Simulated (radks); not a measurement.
The numbers below are computed, except where a source is named.
Numerical settings for the holmium ion Ho+, [Xe] 4f11 6s1. Code: a radial shooting solver on a logarithmic mesh with Libxc functionals. Model: Dirac Kohn-Sham, PBEsol, spin-unpolarised, spherical densities, point nucleus; open shells are shared between the two j in proportion to 2j + 1. The defaults (mesh step 0.008 in ln r, mesh end at 40 bohr or more with all orbitals vanishing there, Anderson mixing 0.5 over 9 steps, residual threshold near 1e-9 with the energy settled to 1e-9 hartree or 1e-11 of itself, here a cap of 67 iterations) give E = -12624.1162 hartree and 6s1/2 at -8.940 eV in 16 iterations. Run on one thread of a shared host, so times are rough (Intel(R) Xeon(R) 6975P-C): 0.15 s of CPU time, 0.15 s wall, 16 iterations on 2648 mesh points. Changes against that run (0 stands for a change within the tolerance of the run):

[
 {"setting": "mesh step in ln r 0.08", "iterations": "4", "converged": "no", "E (mhartree)": "diverged", "e(6s1/2) (meV)": "-", "CPU (s)": "0.02"},
 {"setting": "mesh step in ln r 0.02", "iterations": "16", "converged": "yes", "E (mhartree)": "0", "e(6s1/2) (meV)": "0", "CPU (s)": "0.07"},
 {"setting": "mesh step in ln r 0.2", "iterations": "4", "converged": "no", "E (mhartree)": "diverged", "e(6s1/2) (meV)": "-", "CPU (s)": "0.01"},
 {"setting": "mesh end (bohr) 8", "iterations": "16", "converged": "yes", "E (mhartree)": "+3.35", "e(6s1/2) (meV)": "+168", "CPU (s)": "0.14"},
 {"setting": "mesh end (bohr) 3", "iterations": "15", "converged": "level above zero", "E (mhartree)": "+1.73e+03", "e(6s1/2) (meV)": "+3.69e+04", "CPU (s)": "0.12"},
 {"setting": "residual threshold 0.01", "iterations": "11", "converged": "yes", "E (mhartree)": "0", "e(6s1/2) (meV)": "+0.204", "CPU (s)": "0.12"},
 {"setting": "residual threshold 0.001", "iterations": "11", "converged": "yes", "E (mhartree)": "0", "e(6s1/2) (meV)": "+0.204", "CPU (s)": "0.12"},
 {"setting": "mixing 0.2", "iterations": "19", "converged": "yes", "E (mhartree)": "0", "e(6s1/2) (meV)": "0", "CPU (s)": "0.19"},
 {"setting": "linear mixing, mixing 0.8", "iterations": "67", "converged": "no", "E (mhartree)": "+5.58e+04", "e(6s1/2) (meV)": "-1.04e+05", "CPU (s)": "1.8"},
 {"setting": "linear mixing, mixing 0.2", "iterations": "67", "converged": "no", "E (mhartree)": "0", "e(6s1/2) (meV)": "0", "CPU (s)": "0.45"},
 {"setting": "mixing history 3", "iterations": "18", "converged": "yes", "E (mhartree)": "0", "e(6s1/2) (meV)": "0", "CPU (s)": "0.16"},
 {"setting": "iteration cap 3", "iterations": "3", "converged": "no", "E (mhartree)": "+95.1", "e(6s1/2) (meV)": "-1.13e+03", "CPU (s)": "0.04"}
]

Settled on a wrong energy, with an occupied level pushed above zero by the early mesh end: mesh end (bohr) 3 (+1.73 hartree). Apart from these: settings that end as converged yet miss the energy by more than 1 mhartree: mesh end (bohr) 8 (+0.00335 hartree). A mesh that ends early acts as a hard wall.
